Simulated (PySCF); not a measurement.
## Shieldings and the share of exact exchange

Molecule: `C1O[SiH2]SCS1`, C2H6OS2Si.

Geometry:
```tsv
atom	x (Å)	y (Å)	z (Å)
C1	-1.194	-0.903	0.254
O2	-1.421	0.468	0.323
Si3	-0.354	1.554	-0.368
S4	1.588	1.224	0.458
C5	1.540	-0.605	0.249
S6	0.263	-1.477	1.185
H7	-1.090	-1.241	-0.795
H8	-2.047	-1.434	0.704
H9	-0.340	1.295	-1.842
H10	-0.802	2.930	-0.045
H11	1.471	-0.860	-0.822
H12	2.506	-0.976	0.618
```

GIAO shieldings (ppm, equivalent atoms averaged) in PySCF 2.14 on the PBE0-D3(BJ)/def2-SVP geometry, basis pcSseg-1, gas phase, non-relativistic:

```csv
functional,exact exchange (%),σ(C1),σ(C5),σ(O2),σ(Si3)
BLYP,0,93.7,127.8,257.7,338.4
BP86,0,99.5,133.9,264.7,344.8
PBE,0,100.0,134.4,264.5,345.7
B3LYP,20,101.3,135.8,270.6,350.7
PBE0,25,108.7,143.6,279.3,361.4
mPW1PW91,25,107.9,142.7,279.0,360.4
HF,100,126.2,160.3,306.9,408.6
```

Task: Fit each shielding as a line in the percentage of exact exchange.

Result: σ(C1) = 98.4 + 0.29 x (rms 2.7 ppm); σ(C5) = 132.9 + 0.28 x (rms 2.9 ppm); σ(O2) = 263.8 + 0.45 x (rms 3.4 ppm); σ(Si3) = 342.6 + 0.66 x (rms 3.0 ppm). The functionals also differ in their semilocal parts, which the line can't hold; Hartree–Fock has no correlation at all.

Task: What does the line predict for BHandHLYP (50 %), and what does the run give?

Result: σ(C1): 112.9 predicted, 111.1 computed; σ(C5): 146.9 predicted, 145.7 computed; σ(O2): 286.3 predicted, 285.9 computed; σ(Si3): 375.6 predicted, 370.7 computed ppm.
